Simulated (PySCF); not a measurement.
Correlation energy of S¹⁴⁺ (sulfur, charge +14)

1s2, closed-shell 1S. All numbers are calculated (PySCF 2.14, scalar relativity by spin-free X2C-1e, in an even-tempered Gaussian basis (17 s from 9.6 bohr⁻², ratio 2.2; 7 p from 15 bohr⁻², ratio 2.4; 4 d from 44 bohr⁻², ratio 2.4; 3 f from 67 bohr⁻², ratio 2.4; 3 g from 100 bohr⁻², ratio 2.4)). Frozen: nothing; 2 electrons correlated; the 12 highest virtual orbitals of each spin left out.

With two correlated electrons CCSD is exact within the correlated space (frozen core and kept virtual orbitals).

```csv
level,correlation energy (mhartree)
CCSD,-46.49
```

Diagnostics: T1 = 1.1e-05, D1 = 0.0000, largest double amplitude 0.002.

Problem. Is a single reference adequate?

Solution. Yes, within this model without spin-orbit coupling: T1 lies below 0.03 and no double amplitude reaches 0.07.
